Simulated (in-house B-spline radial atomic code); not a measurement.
## The beryllium ion Be³⁺: 2p(1 up, 0 down) (an excited or competing configuration)

All numbers are computed (non-relativistic r2SCAN, spin-polarised, spherical fractional occupations; point nucleus) with an all-electron radial atomic-structure program (B-spline basis), not measured.

Z_r = [3n² - l(l+1)]/(2<r>); Z_e = n√(-2ε); the last column is Slater's effective charge. Values are occupation-weighted means over spin.

```json
{"shell": "2p", "electrons": "1", "ε (eV)": "-46.546", "<r> (bohr)": "1.268", "Z_r": "3.94", "Z_e": "3.70", "Slater": "4.00"}
```

The least bound orbital is 2p up at -46.55 eV, and it is also the most diffuse (<r> = 1.268 bohr).
